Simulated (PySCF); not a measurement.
**Structure from NMR data**

An unknown has the formula C$_{7}$H$_{9}$NOSi. Its calculated NMR data are:

¹H NMR (600 MHz, computed): δ 5.07 (m, 1H), 4.84 (m, 1H), 4.50 (m, 1H), 3.93 (m, 1H), 2.63 (m, 1H), 2.36 (m, 1H), 1.92 (d, 1H), 1.16 (m, 1H), 1.14 (m, 1H).

¹³C{¹H} NMR (computed): δ 122.7 (C), 90.2 (C), 80.7 (CH), 69.6 (CH2), 38.2 (CH), 32.8 (CH), 20.2 (CH2).

Computed data (PySCF 2.14): GIAO PBE0/pcSseg-1 shieldings, GFN2-xTB geometry. Single conformer, in vacuum, non-relativistic Hamiltonian.

References, each an isolated molecule treated in the same way: ¹H (31.72 ppm), ¹³C (186.93 ppm) vs TMS.

Deduce the structure.

## Answers


The formula gives 5 degrees of unsaturation (1 ring in the answer). 7 carbon signals for 7 carbons: no two carbons are equivalent. Carbon types of the structure: 2 × C, 3 × CH, 2 × CH2, leaving 2 H on heteroatoms. δC 122.7: nitrile carbon; C≡N carbons fall here, among the sp2 signals but without a proton. δC 90.2: alkyne carbon; the triple bond shields along its axis, which puts it between sp3 and sp2 carbons. δC 80.7: terminal alkyne carbon; the triple bond shields along its axis, which puts it between sp3 and sp2 carbons. δC 69.6: sp3 CH2 bonded to O; pulled downfield by the heteroatom. δC 32.8: propargylic sp3 CH; aliphatic region, no heteroatom directly attached. δH 4.50, 3.93: hydrogen on an sp3 CH2 bonded to O; its carbon carries O, hence the downfield position. δH 1.92: hydrogen on a terminal alkyne carbon; it lies on the axis of the triple bond, in its shielding cone.

The compound is `C#C[C@@H]1C[SiH2]OC[C@H]1C#N`.

This is the structure that produced the data.

Shifts are as computed. Against solution values, carbons near 30 ppm lie about +3 ppm off and those near 130 ppm about +5 ppm. Of 1211 compounds with measured shifts, 218 miss one by over three times the rms of a fit or turn the order of signals round; such compounds aren't used in these exercises. No couplings were computed; multiplicities are counted from neighbouring protons, with m where these are inequivalent, close in shift, in a saturated or five-membered ring or joined by F or P, and br s for small geminal =CH2 splittings.
